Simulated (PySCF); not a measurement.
# Gas-phase XPS of `C=C(C)[SiH2][SeH]`, computed

C3H8SeSi.
Cartesian coordinates in Å at the PBE0-D3(BJ)/def2-SVP level; atoms count from 1:
```xyz
13
C3H8SeSi angstrom
C     -0.089   -0.855    1.587
C     -0.331   -0.327    0.380
C     -1.293   -0.942   -0.598
Si     0.532    1.252   -0.169
Se     2.098    1.999    1.318
H      0.610   -0.389    2.289
H     -0.589   -1.774    1.918
H     -1.738   -1.866   -0.200
H     -0.795   -1.185   -1.551
H     -2.114   -0.247   -0.842
H      1.157    1.034   -1.510
H     -0.441    2.380   -0.288
H      3.015    0.886    1.027
```

Computed with delta-SCF UKS SCAN, pcX-2 on the ionised atom, pcseg-1 elsewhere, spin-free X2C (PySCF 2.14.0). Vertical ΔSCF values, vacuum level as zero.

**Question.** What binding energy does each computed site have?

**Answer.** 
| atom(s) | environment | level | binding energy (eV) | 2p1/2 (eV) | above the level's lowest (eV) | count |
| --- | --- | --- | --- | --- | --- | --- |
| Si4 | SiH2 silicon | Si 1s | 1846.67 | – | 0.00 | 1 |
| C3 | allylic carbon | C 1s | 290.88 | – | +0.80 | 1 |
| C2 | fully substituted alkene carbon | C 1s | 290.20 | – | +0.12 | 1 |
| C1 | terminal =CH2 carbon | C 1s | 290.08 | – | 0.00 | 1 |
| Si4 | SiH2 silicon | Si 2p3/2 | 106.85 | 107.48 | 0.00 | 1 |

Lowest listed C 1s: C1, bonded to C (double bond) and 2 H. Highest, 0.80 eV above it: C3, bonded to C and 3 H. Summing the Pauling electronegativity differences to the bonded atoms, each weighted by its formal bond order, gives -0.70 for the lowest site and -1.05 for the highest; the largest sum, -0.65, belongs to C2, 0.68 eV below the top. The smallest sum, -1.05, belongs to C3, 0.80 eV above the lowest.

**Question.** Express the binding energy of Si 2p3/2 of Si4 in atomic units and per mole.

**Answer.** 106.85 eV = 3.9267 Eh = 10309 kJ/mol.

The 2p values add to the ΔSCF energy of one spin-free hole a correction within the shell (spin–orbit coupling, ligand field). 2p1/2 minus 2p3/2 (ligand field included): Si 0.62 eV. No level of selenium is listed. One conformer (not necessarily the lowest) at the PBE0-D3(BJ)/def2-SVP geometry, without solvent, vibrations or thermal averaging.
